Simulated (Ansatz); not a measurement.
Mulliken charges of `[NH]=[Ta]([NH2])([NH2])[Cl]` from ωB97M-V/def2-TZVPP in Ansatz (PBE0-D4/def2-TZVP geometry).

```
atom   x (Å)   y (Å)   z (Å)  charge (e)
  N1  -1.306   0.312  -1.263      -0.392
 Ta2   0.193   0.285  -0.338       0.824
  N3   0.731  -1.617  -0.254      -0.383
  N4  -0.272   1.003   1.446      -0.383
 Cl5   1.911   1.557  -1.285      -0.294
  H6  -2.091   0.415  -1.884       0.118
  H7   0.234  -2.385  -0.676       0.141
  H8   1.504  -1.964   0.296       0.114
  H9  -1.184   1.322   1.730       0.141
 H10   0.362   1.021   2.233       0.114
```

Problem. By hand: the dipole of these point charges (1 e Å = 4.8032 D).

Solution. Σ q r = (-0.235, -0.318, 0.352) e Å, of length 0.529 e Å = 2.54 D.

Problem. How does the dipole of the full density compare? (Estimate.)

Solution. Ansatz gave: (-0.156, -0.368, 0.475) e Å, 2.98 D; the point charges give 0.85 times that, at 12° from its direction.

Point charges leave out the atoms' own dipoles, such as those of lone pairs, and Mulliken's split depends on the basis, so the close match here is no proof of good charges.
